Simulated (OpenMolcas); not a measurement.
An atom or ion with 7 electrons was computed by XMS-CASPT2, IPEA 0.25 Eh, imaginary shift 0.1 Eh with spin-orbit coupling (OpenMolcas, ANO-RCC-VTZP, DKH2). The lowest levels that the run gave, each within 12 % of the measured value where one is at hand:

| J | Parity | E (cm⁻¹) | g |
| --- | --- | --- | --- |
| 3/2 | odd | 0.0 | 2.002 |
| 3/2 | odd | 20080 | 0.800 |
| 5/2 | odd | 20080 | 1.200 |
| 1/2 | odd | 29490 | 0.666 |
| 3/2 | odd | 29490 | 1.334 |
| 5/2 | even | 87050 | 1.601 |
| 3/2 | even | 87100 | 1.735 |
| 1/2 | even | 87140 | 2.671 |

Which ion is it, and what are the configurations and terms?

N (Z = 7, neutral; active space 5 electrons in 8 orbitals (2s 2p 3s 3p)). J, parity and g give the terms where levels are pure, and mixed ones are named by the computed weights; the size of the splittings, set against known spectra of the 7-electron sequence, gives the charge. In order, with the measured energies in cm⁻¹ (NIST Handbook of Basic Atomic Spectroscopic Data): 2s² 2p³ ⁴S°_3/2, 2s² 2p³ ²D°_3/2 (19233), 2s² 2p³ ²D°_5/2 (19224), 2s² 2p³ ²P°_1/2 (28839), 2s² 2p³ ²P°_3/2 (28839), 2s 2p⁴ ⁴P_5/2 (88107), 2s 2p⁴ ⁴P_3/2 (88151), 2s 2p⁴ ⁴P_1/2 (88171).

Term energies are means over components that CASPT2 splits; among the terms shown or strongly mixed into the levels shown the widest spread is 230 cm-1 (2s² 2p³ ²D°). Active for correlation alone: 3p 3s; no level in the range computed is led by a configuration that fills them, so any true level of that kind is missing. Computed and measured levels are paired by configuration, term and J; levels that our copy of the source lacks, or whose pairing is in doubt (as where it misses far off the trend of its configuration), stay unpaired and out of the deviations. Only configurations of the active space appear.

° marks odd parity.
